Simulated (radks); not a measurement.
Question: The mean radii <r> (bohr) of the occupied orbitals of an atom or ion are listed with their occupations. Calculated with a radial shooting solver on a logarithmic mesh with Libxc functionals: scalar-relativistic Kohn-Sham, r2SCAN, spin-polarised, spherical densities, finite nucleus; meta-GGA in the generalised Kohn-Sham scheme; Fermi nuclear charge, rms radius of each element as measured or else 0.836 A^(1/3) + 0.57 fm.

orbital  occ.      <r>
1s up       1  0.01966
1s down     1  0.01966
2s up       1  0.08332
2s down     1  0.08332
2p up       3  0.07415
2p down     3  0.07415
3s down     1   0.2164
3s up       1   0.2164
3p down     3   0.2160
3p up       3   0.2160
3d down     5   0.1961
3d up       5   0.1961
4s down     1   0.4881
4s up       1   0.4881
4p down     3   0.5182
4p up       3   0.5183
4d up       5   0.5604
4d down     5   0.5603
5s up       1    1.211
5s down     1    1.211
5p up       3    1.446
5p down     3    1.439
6s up       1    3.559
4f up       7   0.7855
4f down     7   0.7808

Name the element and its charge. Open shells, if any, are filled with parallel spins first.

Answer: Z = 70, ytterbium, charge +1: Yb+ in [Xe] 4f14 6s1. The 1s radius gives Z: for a bare nucleus <r> = (2 gamma + 1)/(2Z) with gamma = sqrt(1 - (Z/c)^2), 0.01942 bohr for Z = 70, and screening makes it slightly larger (0.01966 here). The occupations add up to 69, and the charge is Z minus that.
